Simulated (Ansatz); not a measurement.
**Relative stability**

Two relaxed structures of BHTeF, doublet (PBE0-D4/def2-TZVP; forces vanish, vibrations not checked).

A:

```
4
angstrom
F -0.4849 1.6131 -1.5478
B -0.0511 -0.5860 0.6315
Te 0.8955 0.4629 -0.7606
H -0.7510 -1.1244 1.4122
```

B:

F1  (-0.101, 0.999, -1.020)
B2  (-0.184, 0.105, -0.054)
Te3  (1.522, -1.008, 0.594)
H4  (-1.238, -0.096, 0.479)
(Å)

Ansatz 0.2.0; basis: def2-TZVPP; cores frozen in the correlated methods; orbitals are unrestricted. Filled d shells of the heavier atoms are correlated. Core potentials replace the inner electrons of the atoms past krypton. The def2 sets are not built for correlating such inner shells, so the correlated values are less sure here. B3LYP uses VWN-RPA correlation.

Q: Which structure is lower at CCSD(T), and by how much? (Judge from chemistry; the value comes from the calculation.)

A: The calculation gives: B, by 70.62 kcal/mol (electronic energy, against the other). By their contacts, A is BHTeF ([BH][Te][F]) and B is BHTeF ([F][BH][Te]).

All methods give the same order:

| method | E(B) − E(A) (kcal/mol) |
| --- | --- |
| PBE-D4 | -60.82 |
| r2SCAN-D4 | -64.51 |
| PBE0-D4 | -67.20 |
| B3LYP-D4 | -66.45 |
| wB97M-V | -71.42 |
| HF | -82.03 |
| MP2 | -73.83 |
| CCSD | -73.25 |
| CCSD(T) | -70.62 |

The T1 diagnostic stays at or below 0.024. ⟨S²⟩ of the unrestricted Hartree–Fock references: 0.76 to 0.77 (a pure state has 0.75).

Labels in which every atom is bracketed show which atoms are joined, not bond orders.

For scale, one of the runs: CCSD(T)/def2-TZVPP, 126 basis functions, launched by `ansatz run in.yaml --threads 2 --pin off --events-out ev --progress --plain --max-ram 4352MiB`. Hardware: 2 CPU threads of an Arm Neoverse V1, shared host. Wall time 97 s; peak host memory 1.7 GiB.
